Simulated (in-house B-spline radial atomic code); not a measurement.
A fraction x of an electron is removed from 2p in the neon ion Ne²⁺, starting from [He] 2s2 2p4 and keeping the highest spin. Method: non-relativistic PBE, spin-polarised, spherical fractional occupations, point nucleus. Calculated with a B-spline radial code for spherical atoms.

| x | E(x) - E(0) (eV) | 2p down level (eV) |
| --- | --- | --- |
| 0 | 0.0000 | -52.000 |
| 0.06 | 3.1597 | -53.324 |
| 0.21 | 11.4085 | -56.668 |
| 0.31 | 17.1878 | -58.921 |
| 0.39 | 21.9740 | -60.737 |
| 0.5 | 28.7933 | -63.253 |
| 0.61 | 35.8904 | -65.789 |
| 0.73 | 43.9522 | -68.577 |
| 0.76 | 46.0200 | -69.278 |
| 0.91 | 56.6754 | -72.799 |
| 1 | 63.3230 | - |

The exact functional would give a straight line between the two integer points. Deviations E(x) - E(0) - x[E(1) - E(0)], in eV: -0.64 at x = 0.06, -1.889 at x = 0.21, -2.442 at x = 0.31, -2.722 at x = 0.39, -2.868 at x = 0.5, -2.737 at x = 0.61, -2.274 at x = 0.73, -2.105 at x = 0.76, -0.949 at x = 0.91.

The curve lies below the straight line by up to 2.868 eV (at x = 0.5): convex, the delocalisation error that favours fractional charges.

(1) How well does Slater's transition state (minus the level at half occupation) give the ionisation energy?

Answers

(1) It gives 63.253 eV against 63.323 eV from the two total energies; NIST lists 63.42 eV, ground level to ground level.
